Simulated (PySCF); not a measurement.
Nb(Cl)4(Me) (CH₃Cl₄Nb), SMILES [CH3][Nb]([Cl])([Cl])([Cl])[Cl], multiplicity 1. Coordinates come from a B3LYP-D3(BJ)/def2-SVP optimisation. The spin state was assumed, not searched. The structure was generated by enumeration; whether it is a known compound was not checked. The def2 effective core potentials stand for the cores of Nb; spin–orbit coupling is left out.

Computed equilibrium geometry at B3LYP-D3(BJ)/def2-SVP (PySCF confirms it by a frequency run) as Cartesian coordinates in Å, and its point group:
point group Cs.
```xyz
9

Nb     0.0725    -0.0141     0.0000
Cl    -1.0063     2.0157     0.0000
Cl     0.2782     0.0284     2.3229
Cl     0.2782     0.0284    -2.3229
Cl    -0.9679    -2.0536     0.0000
C      2.2297     0.0106     0.0000
H      2.4689     1.0912     0.0000
H      2.6416    -0.4489     0.9073
H      2.6416    -0.4489    -0.9073
```
Charge 0, spin multiplicity 1.
